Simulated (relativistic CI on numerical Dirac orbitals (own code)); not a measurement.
# Er LXV: sensitivity of the levels to the model

Base calculation: Dirac-Coulomb-Breit CI, separate exchange-only KLI orbitals for each configuration, QED by a radiative potential, unscaled Slater integrals.

Configuration list (outside the closed core 1s2): 2s2, 2s 2p, 2p2, 2p 3s, 2p 3p, 2s 3s, 2s 3p, 2s 3d, 2s 4s, 2s 4p, 2s 4d, 2s 4f, 3s2, 3s 3p, 3p2. Levels of other configurations are missing.

Variants: (1) P86 correlation estimate; (2) one mean potential for all configurations. Shifts of the energy above 2s2 1S_0, in eV, for the lowest level and the first level of each name with at least 55 % of one term (blank where a level changes its place among those of its configuration and J or its character, or is not in the variant):

```tsv
Level	Base	Δ(1)	Δ(2)
2s2 1S_0	0.00	0.00	0.00
2s 2p 3P°_0	149.04	-0.07	+0.10
2s 2p 3P°_1	180.18	-0.07	+0.10
2p2 3P_0	424.39	-0.25	+0.48
2s 2p 3P°_2	1159.35	-0.07	+0.10
2s 2p 1P°_1	1241.92	-0.07	+0.10
2p2 3P_1	1395.45	-0.26	+0.40
2p2 1D_2	1413.37	-0.26	+0.39
2p2 3P_2	2417.18	-0.26	+0.30
2p2 1S_0	2479.54	-0.26	+0.30
2s 3s 3S_1	9047.76	+0.92	-0.17
2s 3s 1S_0	9077.85	+0.91	-0.12
2s 3p 3P°_0	9118.79	+1.05	-0.12
2s 3p 3P°_1	9119.40	+1.05	-0.12
2p 3s 3P°_0	9234.42	+0.39	-0.05
2p 3s 3P°_1	9235.58	+0.40	-0.05
2p 3p 3D_1	9277.26	+0.60	-0.01
2p 3p 3P_0	9325.61	+0.60	+0.31
2s 3p 3P°_2	9416.79	+1.05	-0.13
2s 3p 1P°_1	9424.64	+1.04	-0.11
2s 3d 3D_1	9448.36	+1.12	-0.24
2s 3d 3D_2	9453.17	+1.12	-0.22
```

At this charge energies of transitions that change n are usually good to better than 1 %, and those within a shell (Δn = 0) to a few per cent.

Ionisation energy from the two ground configurations alone: base 15970.2 eV. The NIST ASD value (theoretical) is 15971 eV.

LS names give the leading component of a level, which can be under half, so a name can repeat, a term be missing and a line seem to break the LS rules.
